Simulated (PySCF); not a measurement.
# Predicted spectroscopic data

One conformer, no solvent, rapidly exchanging positions averaged, relativity neglected. Geometry from GFN2-xTB; PBE0/pcSseg-1 with gauge-including orbitals; PySCF 2.14.

Referencing at the same level of theory: TMS for 1H, 13C. Where no couplings were computed, multiplicities follow the n + 1 count of equivalent neighbours, and m marks all less simple cases (inequivalent or close neighbours, rings, F or P nearby). Shifts are as computed. Against solution values, carbons near 30 ppm lie about +3 ppm off and those near 130 ppm about +5 ppm. Of 1309 compounds with measured shifts, 239 miss one by over three times the rms of a fit or turn the order of signals round; such compounds aren't used in these exercises. OH and NH positions are gas-phase values without hydrogen bonding to other molecules.

Compound 1 (C5H7NO3Si). 1H NMR (400 MHz, computed): δ 9.57 (s, 1H), 4.63 (s, 3H), 2.45 (s, 3H). 13C{1H} NMR (computed): δ 192.1, 184.2, 118.2, 77.9, 22.4. Structure: `CC(=O)O[C@@]([SiH3])(C#N)C=O`.

Compound 2 (C4H13N3OSi). 1H NMR (400 MHz, computed): δ 8.63 (d, 1H), 8.43 (d, 1H), 2.73 (s, 6H), 2.56 (s, 3H), 1.52 (br s, 1H), 0.25 (br s, 1H). 13C{1H} NMR (computed): δ 168.6 (CH2), 39.3 (CH3), 30.2 (CH3). Structure: `C=N[Si@](O)(NC)N(C)C`.
